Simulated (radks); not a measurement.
Question: All-electron atom: the antimony ion Sb32+ in [Ar] 3d1. Method: Dirac Kohn-Sham, PBE, spin-unpolarised, spherical densities, finite nucleus; open shells fill j = l - 1/2 first; Fermi nuclear charge, rms radius 4.6802 fm; computed with a radial shooting solver on a logarithmic mesh with Libxc functionals.

Spin-orbit splittings of the eigenvalues, e(l+1/2) - e(l-1/2), with zeta = 2 splitting/(2l+1) and mean radii in bohr:

shell  occ.  splitting (eV)  zeta (eV)  <r> j=l-1/2  <r> j=l+1/2
2p        6               ?          ?       0.1023       0.1077
3p        6           58.89      39.26       0.2902       0.2987
3d        1           13.55      5.419       0.2622       0.2649

Estimate the 2p splitting.

Answer: 255.4 eV (zeta = 170.3 eV).
